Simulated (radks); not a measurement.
Results of a calculation; reference values are marked as such.
All-electron atom: the cobalt ion Co4+ in [Ar] 3d5 (the NIST ground configuration).

Code: a radial shooting solver on a logarithmic mesh with Libxc functionals. Model: non-relativistic Kohn-Sham, r2SCAN, spin-polarised, spherical densities, point nucleus; open shells are filled with parallel spins first; meta-GGA in the generalised Kohn-Sham scheme.

Energy parts (eV):
| part | energy |
|---|---|
| total | -37515.073 |
| kinetic | 37490.130 |
| electron-nucleus | -87990.712 |
| Hartree | 14555.257 |
| exchange-correlation | -1569.749 |

Orbitals (lengths in bohr, moments of r in powers of bohr; r(max) is where P^2 peaks):
1s down: occ. 1; eigenvalue (eV) -7602.537; r(max) 0.03751; <r^4> 0.00004823; <r> 0.05692; <1/r> 26.51
1s up: occ. 1; eigenvalue (eV) -7602.506; r(max) 0.03751; <r^4> 0.00004824; <r> 0.05692; <1/r> 26.51
2s up: occ. 1; eigenvalue (eV) -956.8468; r(max) 0.2160; <r^4> 0.01084; <r> 0.2586; <1/r> 5.716
2s down: occ. 1; eigenvalue (eV) -952.5647; r(max) 0.2157; <r^4> 0.01068; <r> 0.2578; <1/r> 5.734
2p up: occ. 3; eigenvalue (eV) -837.0433; r(max) 0.1735; <r^4> 0.008039; <r> 0.2265; <1/r> 5.656
2p down: occ. 3; eigenvalue (eV) -833.8548; r(max) 0.1732; <r^4> 0.007888; <r> 0.2257; <1/r> 5.672
3s up: occ. 1; eigenvalue (eV) -166.6710; r(max) 0.6705; <r^4> 0.7184; <r> 0.7659; <1/r> 1.844
3s down: occ. 1; eigenvalue (eV) -158.1819; r(max) 0.6732; <r^4> 0.7496; <r> 0.7728; <1/r> 1.821
3p up: occ. 3; eigenvalue (eV) -129.9747; r(max) 0.6738; <r^4> 0.8996; <r> 0.7916; <1/r> 1.729
3p down: occ. 3; eigenvalue (eV) -121.4683; r(max) 0.6779; <r^4> 0.9527; <r> 0.8010; <1/r> 1.704
3d up: occ. 5; eigenvalue (eV) -69.3970; r(max) 0.6380; <r^4> 1.731; <r> 0.8620; <1/r> 1.469
3d down: occ. 0; eigenvalue (eV) -60.7116; r(max) 0.6494; <r^4> 2.053; <r> 0.8887; <1/r> 1.437

The highest occupied level is 3d up at -69.397 eV. Summed over all electrons, <r^2> = 10.92 bohr^2, which gives a Langevin (diamagnetic) susceptibility term of -8.65 x 10^-6 cm^3/mol. The density falls to 0.001 e/bohr^3 at r = 2.44 bohr. Virial ratio -V/T = 2.00067. The spin density at the nucleus is -0.952 e/bohr^3 (1s 0.027, 2s -3.552, 3s 2.573), a Fermi contact field of -49.9 T. The electron density at the nucleus is 1.337e+04 e/bohr^3. For comparison, the ionisation energy in NIST's Atomic Spectra Database is 79.5 eV (semi-empirical). In exact Kohn-Sham theory the highest level is minus the ionisation energy, but local and semilocal functionals leave it too shallow, through self-interaction and a potential that decays too fast; potentials with the right tail come closer.

Run on one thread of a shared host, so times are rough (Arm Neoverse N1): 0.16 s of CPU time, 0.17 s wall, 12 iterations on 2476 mesh points.
